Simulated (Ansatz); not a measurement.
Abstraction of H: C2H7InO + C2H6GaO → C2H6InO + C2H7GaO

Species: C2H7InO `C[O][InH][CH3]`, singlet; C2H6GaO `C[O][Ga][CH3]`, doublet; C2H6InO `C[O][In][CH3]`, doublet; C2H7GaO `C[O][GaH][CH3]`, singlet. A radical takes H: the energy is the difference in strength between the In–H bond broken and the Ga–H bond made.

Shapes, held fixed at every level: PBE0-D4/def2-TZVP. Flexible molecules stand in one conformer, not always the lowest. Programs: Ansatz 0.2.0. Electronic energies: no zero-point or thermal term.

```json
{"level": "MP2/def2-TZVPP", "kind": "perturbation theory", "ΔE (kJ/mol)": "-46.9"}
{"level": "SPW92/def2-TZVPP", "kind": "LDA", "ΔE (kJ/mol)": "-46.5"}
{"level": "PBE-D4/def2-TZVPP", "kind": "GGA", "ΔE (kJ/mol)": "-49.4"}
{"level": "BHLYP-D4/def2-TZVPP", "kind": "global hybrid", "ΔE (kJ/mol)": "-51.2"}
{"level": "r2SCAN0-D4/def2-TZVPP", "kind": "global hybrid", "ΔE (kJ/mol)": "-47.8"}
{"level": "wB97M-V/def2-TZVPP", "kind": "range-separated hybrid", "ΔE (kJ/mol)": "-42.5"}
{"level": "wB97X-V/def2-TZVPP", "kind": "range-separated hybrid", "ΔE (kJ/mol)": "-44.3"}
```

wB97X-V/def2-TZVPP gives ΔE = -44.3 kJ/mol; the levels span -51.2 to -42.5. The median of the levels is -46.9. No measured value is set beside it here. Open shells run unrestricted. For atoms past krypton def2 sets carry core potentials with scalar relativity. Relativity is left out for Ga. Outer-core shells of Ga, In are correlated, in sets that cover them unevenly.
